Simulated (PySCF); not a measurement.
Species: C7H6O.
Bonds: C1–C2 (triple), C2–C3, C3–C4, C4–C5 (aromatic), C5–C6 (aromatic), C6–C7 (aromatic), C7–O8 (aromatic), C4–O8 (aromatic). Hydrogens: H9 on C1; H10, H11 on C3; H12 on C5; H13 on C6; H14 on C7.

The same species was optimised twice, with GFN2-xTB and with PBE0-D3(BJ)/def2-SVP (PySCF), and the same property calculations (PySCF, gas phase) were run on both structures.

```json
{"coordinate": "C1≡C2 (Å)", "GFN2-xTB": "1.196", "PBE0-D3(BJ)/def2-SVP": "1.210", "change": "+0.014"}
{"coordinate": "C5–C6 (Å)", "GFN2-xTB": "1.417", "PBE0-D3(BJ)/def2-SVP": "1.430", "change": "+0.013"}
{"coordinate": "C2–C3 (Å)", "GFN2-xTB": "1.453", "PBE0-D3(BJ)/def2-SVP": "1.461", "change": "+0.008"}
{"coordinate": "C7–O8 (Å)", "GFN2-xTB": "1.345", "PBE0-D3(BJ)/def2-SVP": "1.349", "change": "+0.004"}
{"coordinate": "C6–C7 (Å)", "GFN2-xTB": "1.359", "PBE0-D3(BJ)/def2-SVP": "1.362", "change": "+0.003"}
{"coordinate": "C4–O8 (Å)", "GFN2-xTB": "1.349", "PBE0-D3(BJ)/def2-SVP": "1.351", "change": "+0.002"}
{"coordinate": "C4–C5 (Å)", "GFN2-xTB": "1.363", "PBE0-D3(BJ)/def2-SVP": "1.365", "change": "+0.002"}
{"coordinate": "C3–C4 (Å)", "GFN2-xTB": "1.496", "PBE0-D3(BJ)/def2-SVP": "1.496", "change": "0.000"}
{"coordinate": "C2–C3–C4 (°)", "GFN2-xTB": "110.8", "PBE0-D3(BJ)/def2-SVP": "113.9", "change": "+3.1"}
{"coordinate": "C3–C4–C5 (°)", "GFN2-xTB": "131.5", "PBE0-D3(BJ)/def2-SVP": "133.6", "change": "+2.1"}
{"coordinate": "C3–C4–O8 (°)", "GFN2-xTB": "118.4", "PBE0-D3(BJ)/def2-SVP": "116.5", "change": "-1.9"}
{"coordinate": "C4–O8–C7 (°)", "GFN2-xTB": "107.3", "PBE0-D3(BJ)/def2-SVP": "107.9", "change": "+0.6"}
{"coordinate": "C1–C2–C3 (°)", "GFN2-xTB": "178.8", "PBE0-D3(BJ)/def2-SVP": "179.4", "change": "+0.6"}
{"coordinate": "C6–C7–O8 (°)", "GFN2-xTB": "110.6", "PBE0-D3(BJ)/def2-SVP": "110.2", "change": "-0.4"}
{"coordinate": "C5–C4–O8 (°)", "GFN2-xTB": "110.1", "PBE0-D3(BJ)/def2-SVP": "109.9", "change": "-0.2"}
{"coordinate": "C4–C5–C6 (°)", "GFN2-xTB": "106.2", "PBE0-D3(BJ)/def2-SVP": "106.1", "change": "-0.1"}
{"coordinate": "C2–C3–C4–C5 (°)", "GFN2-xTB": "65", "PBE0-D3(BJ)/def2-SVP": "64", "change": "-1"}
```

Rotational constants: A = 5564, B = 1330, C = 1212 MHz (GFN2-xTB) against A = 5727, B = 1279, C = 1166 MHz (PBE0-D3(BJ)/def2-SVP). Point groups within 0.08 Å: C1 and C1.

On the GFN2-xTB structure: lowest singlet, TDDFT (eV) 6.11 [wB97X-D/def2-SVPD]; lowest triplet, Tamm–Dancoff (eV) 4.05 [wB97X-D/def2-SVPD]; isotropic polarisability (au) 79.1 [wB97X-D/def2-SVPD]; HOMO (eV) -8.31 [wB97X-D/def2-SVPD]; LUMO (eV) 1.89 [wB97X-D/def2-SVPD]; dipole (D) 0.65 [wB97X-D/def2-SVPD]; HOMO (eV) -6.50 [PBE0/pcSseg-1]; LUMO (eV) 0.21 [PBE0/pcSseg-1]; dipole (D) 0.65 [PBE0/pcSseg-1]; GIAO shielding of C1 (ppm) 110.7 [PBE0/pcSseg-1]; GIAO shielding of C2 (ppm) 100.8 [PBE0/pcSseg-1]; GIAO shielding of C3 (ppm) 165.8 [PBE0/pcSseg-1]; GIAO shielding of C4 (ppm) 29.9 [PBE0/pcSseg-1]; GIAO shielding of C5 (ppm) 71.5 [PBE0/pcSseg-1]; GIAO shielding of C6 (ppm) 68.2 [PBE0/pcSseg-1]; GIAO shielding of C7 (ppm) 42.3 [PBE0/pcSseg-1]; GIAO shielding of O8 (ppm) 26.2 [PBE0/pcSseg-1].

Q: What do these properties become on the PBE0-D3(BJ)/def2-SVP structure?

A: 
| property | level | on GFN2-xTB | on PBE0-D3(BJ)/def2-SVP | change |
| --- | --- | --- | --- | --- |
| lowest singlet, TDDFT (eV) | wB97X-D/def2-SVPD | 6.11 | 6.14 | +0.03 |
| lowest triplet, Tamm–Dancoff (eV) | wB97X-D/def2-SVPD | 4.05 | 4.07 | +0.02 |
| isotropic polarisability (au) | wB97X-D/def2-SVPD | 79.1 | 80.7 | +1.6 |
| HOMO (eV) | wB97X-D/def2-SVPD | -8.31 | -8.37 | -0.06 |
| LUMO (eV) | wB97X-D/def2-SVPD | 1.89 | 1.87 | -0.02 |
| dipole (D) | wB97X-D/def2-SVPD | 0.65 | 0.63 | -0.02 |
| energy, GFN2-xTB geometry as zero (kcal/mol) | wB97X-D/def2-SVPD | 0.0 | -1.4 | -1.4 |
| HOMO (eV) | PBE0/pcSseg-1 | -6.50 | -6.56 | -0.06 |
| LUMO (eV) | PBE0/pcSseg-1 | 0.21 | 0.19 | -0.02 |
| dipole (D) | PBE0/pcSseg-1 | 0.65 | 0.63 | -0.02 |
| energy, GFN2-xTB geometry as zero (kcal/mol) | PBE0/pcSseg-1 | 0.0 | -0.7 | -0.7 |
| GIAO shielding of C1 (ppm) | PBE0/pcSseg-1 | 110.7 | 109.1 | -1.6 |
| GIAO shielding of C2 (ppm) | PBE0/pcSseg-1 | 100.8 | 100.8 | 0.0 |
| GIAO shielding of C3 (ppm) | PBE0/pcSseg-1 | 165.8 | 164.4 | -1.4 |
| GIAO shielding of C4 (ppm) | PBE0/pcSseg-1 | 29.9 | 30.4 | +0.5 |
| GIAO shielding of C5 (ppm) | PBE0/pcSseg-1 | 71.5 | 70.6 | -0.9 |
| GIAO shielding of C6 (ppm) | PBE0/pcSseg-1 | 68.2 | 66.8 | -1.4 |
| GIAO shielding of C7 (ppm) | PBE0/pcSseg-1 | 42.3 | 40.7 | -1.6 |
| GIAO shielding of O8 (ppm) | PBE0/pcSseg-1 | 26.2 | 20.4 | -5.8 |

The heavy atoms differ by 0.057 Å rms after alignment. Among bonds between heavy atoms C1≡C2 and C5–C6 change most and about equally (+0.013 to +0.014 Å). Changes are differences of the printed values. Neither structure is proved a minimum here.

Conformer computed: `[CH:1]#[C:2][CH2:3][c:4]1[cH:5][cH:6][cH:7][o:8]1`: C2–C3–C4–C5 64°.

Note: wB97X-D ran without an empirical dispersion term, which enters the total energy and its gradient alone.
